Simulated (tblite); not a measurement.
Computed values, GFN2-xTB/tblite, gas phase, harmonic and unscaled. This tight-binding method is rough: wavenumbers can miss measured ones by several per cent, in bad cases by 10 to 20. Modes of hydrogen on silicon can be 10 to 20 % off. One conformer each. Thermal functions are those of the rigid rotor and harmonic oscillator, without mixing of conformers.

Problem. Order these by their ideal-gas entropy at 298.15 K and 1 bar, highest first (J/(mol K)).
A. `C1(=O)[C@H](F)[SiH2]O[SiH2]1`
B. `CCP(C)N`
C. `C(C)(=C)[P+](C)(CC=C)C`
D. `C=C/C(Cl)=C/C(=O)Cl`
E. `N#C[SiH2]CNCC(F)F`
F. `C/N=C\[C@H](F)C#N`
G. `CS[C@](F)([SiH3])[SiH2]C[SiH3]`

Solution. G (511.5), C (475.7), E (455.0), D (395.7), A (373.2), F (363.1), B (358.7).

| SMILES | atoms | mass (u) | symmetry number | modes under 300 cm⁻¹ | ZPE (kJ/mol) | S translation (J/(mol K)) | S rotation | S vibration | S | Cp |
| --- | --- | --- | --- | --- | --- | --- | --- | --- | --- | --- |
| CS[C@](F)([SiH3])[SiH2]C[SiH3] | 21 | 184.00 | 1 | 13 | 360.8 | 173.9 | 128.8 | 208.8 | 511.5 | 230.7 |
| C=CC[P+](C)(C)C(=C)C | 25 | 143.10 | 1 | 12 | 557.0 | 170.8 | 124.4 | 180.6 | 475.7 | 208.7 |
| N#C[SiH2]CNCC(F)F | 17 | 150.04 | 1 | 9 | 307.7 | 171.3 | 127.4 | 156.2 | 455.0 | 170.4 |
| C=C/C(Cl)=C/C(=O)Cl | 12 | 149.96 | 1 | 6 | 194.9 | 171.3 | 124.7 | 99.7 | 395.7 | 131.3 |
| O=C1[SiH2]O[SiH2][C@H]1F | 12 | 135.98 | 1 | 4 | 172.0 | 170.1 | 118.6 | 84.5 | 373.2 | 140.2 |
| C/N=C\[C@H](F)C#N | 12 | 100.04 | 1 | 5 | 222.6 | 166.3 | 115.8 | 81.0 | 363.1 | 114.4 |
| CCP(C)N | 15 | 91.06 | 1 | 6 | 335.2 | 165.1 | 111.3 | 82.3 | 358.7 | 124.1 |

Entropies and Cp are for 298.15 K and 1 bar.
